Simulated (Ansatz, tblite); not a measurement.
Cost and result up the ladder for the cluster Cd4⁻ (the lowest doublet isomer of a short search) (4 atoms). Charge -1, multiplicity 2. Geometry: PBE0/def2-SVPD.

Cartesian coordinates in Å:
```
Cd -0.610 -0.320 -1.334
Cd 0.608 0.318 1.336
Cd -1.852 2.096 0.344
Cd 1.855 -2.093 -0.346
```

Ansatz on 4 threads of Arm Neoverse V2 on a shared host; xTB runs through tblite on one thread. Times are rough, summed over both states, and most runs start from the orbitals of an earlier one. PBE0/def2-TZVPD serves as the yardstick here, not as an exact answer. The other state is a singlet.

In the def2 sets Cd takes a core potential; there is no spin–orbit coupling. The xTB rows come from tblite. The structure comes from a short search, and lower isomers may exist.

Raw xTB energies of ions are shifted by several eV, and xTB has no spin-polarisation term.

```csv
level,functions,wall time,vertical IE (eV),difference from PBE0/def2-TZVPD (eV),remarks
GFN2-xTB,16,0.002 s,-1.18,-1.95,–
GFN1-xTB,16,0.003 s,5.69,4.92,–
PBE/def2-TZVPD (with forces),160,5.8 s,0.77,0.00,HOMO above zero (-1 doublet)
PBE0/def2-TZVPD,160,13 s,0.77,0.00,HOMO above zero (-1 doublet)
r2SCAN/def2-TZVPD,160,14 s,0.88,0.11,HOMO above zero (-1 doublet)
```
